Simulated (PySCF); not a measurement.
# Diatomics of Cl with the fourth-period p block

PBE with triple-zeta basis sets in PySCF, for the lowest determinant that a PBE0 search found; no spin–orbit coupling. De refers to high-spin ground-configuration atoms. A positive dipole means M(−)Cl(+).

```
 M         basis  state (unpaired electrons)  Re (Å)  ωe (cm⁻¹)  De (eV)  μ (D)
Ga    def2-TZVPP      singlet (closed shell)   2.235        354     4.97  -2.34
Ge    def2-TZVPP               doublet (π ↑)   2.193        392     4.33  -1.56
Se    def2-TZVPP               doublet (π ↑)   2.143        435     3.12  -0.47
Br  x2c-TZVPPall      singlet (closed shell)   2.161        429     2.66  -0.51
```

The shortest bond is that of SeCl (2.143 Å), the longest that of GaCl (2.235 Å). GaCl is bound most strongly (4.97 eV) and BrCl least (2.66 eV).

The rows differ in basis set, which adds steps of its own.

The state changes along the series, so neighbouring rows are not always alike in their bonding.

States were picked by a PBE0 search and need not be the measured ground states.
